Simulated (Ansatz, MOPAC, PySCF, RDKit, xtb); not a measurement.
Complex: CH4 (SMILES C) (first 5 atoms) with H2S (SMILES S); geometry from B3LYP-D3(BJ)/def2-TZVP, rigid monomers moved along the line of their centres of mass till C1···H8 is 2.72 Å.
(charge 0, multiplicity 1):
```
atom    x (Å)    y (Å)    z (Å)
----  -------  -------  -------
C     -0.0080  -0.0567   0.1689
H     -0.8535   0.2177   0.7981
H     -0.2160   0.2255  -0.8621
H      0.8882   0.4591   0.5116
H      0.1503  -1.1334   0.2223
S      0.4007  -0.0848   3.8057
H      0.3380   1.0234   3.0511
H      0.4198  -0.8830   2.7271
```

```csv
level,interaction energy (kcal/mol),"minus CCSD(T)/CBS(aug-cc-pV(D+d)Z, aug-cc-pV(T+d)Z)",cost
MMFF94,0.13,0.64,-
GFN-FF,-0.26,0.25,-
PM6,-0.08,0.43,-
HF/STO-3G (no counterpoise),1.36,1.86,-
HF/aug-cc-pV(D+d)Z,1.63,2.13,-
PBE-D4/def2-TZVPPD,-0.49,0.02,×1
BP86/6-31G* (no counterpoise),0.96,1.47,-
B3LYP/6-31G*,1.07,1.58,-
B3LYP/6-31G* (no counterpoise),0.68,1.19,-
B3LYP-D4/def2-TZVPPD,-0.17,0.34,×1
PBE0-D4/def2-TZVPPD,-0.40,0.11,×1
wB97X-V/def2-TZVPPD,-0.31,0.19,×4
MP2/aug-cc-pV(D+d)Z,-0.03,0.48,-
"CCSD(T)/CBS(aug-cc-pV(D+d)Z, aug-cc-pV(T+d)Z)",-0.51,0.00,×300*
```

 The comparison column counts from a level with limits of its own.

The rows run from -0.51 (CCSD(T)/CBS(aug-cc-pV(D+d)Z, aug-cc-pV(T+d)Z)) to 1.63 kcal/mol (HF/aug-cc-pV(D+d)Z).

Monomers are frozen at their geometry in the pair; levels with a basis set take the counterpoise correction. Rows marked so take none.

Frozen-core correlation. CBS: X⁻³ extrapolation of the correlation energy, Hartree–Fock from the larger set. Rows in 6-31G*, STO-3G carry no dispersion term and start afresh at each structure (6-31G* with six Cartesian d functions). The state that PM6 reach isn't checked.

Run with Ansatz (a first-principles code); MOPAC for PM6 (differences of heats of formation); PySCF for 6-31G* rows, STO-3G rows, the dispersion terms; RDKit for the force fields; xtb for the GFN methods. 

Costs are rough ratios of core time to PBE/def2-TZVPPD (about 5 s over the structures, on one shared machine); a dash marks a level with no comparable run of its own. A star marks coupled-cluster runs past 200 virtual orbitals, where the program's memory plan changes under this machine's limit, so their costs aren't comparable with smaller runs.
